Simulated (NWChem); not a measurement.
Molecule: BI2F; SMILES IB(F)I

Program: NWChem. Medium grid unless said otherwise, to which SCAN and Minnesota functionals are sensitive. The geometry was optimised at PBE0/def2-SVP. def2 effective core potentials on I; no spin-orbit coupling.

**Question.** What does the run give for M06/def2-SVP? Quantities: highest occupied level (eV); orbital gap (eV); dipole (D).

**Answer.** The highest occupied level (eV) is -7.55 and the orbital gap (eV) is 6.02. The dipole (D) comes out as 0.52.
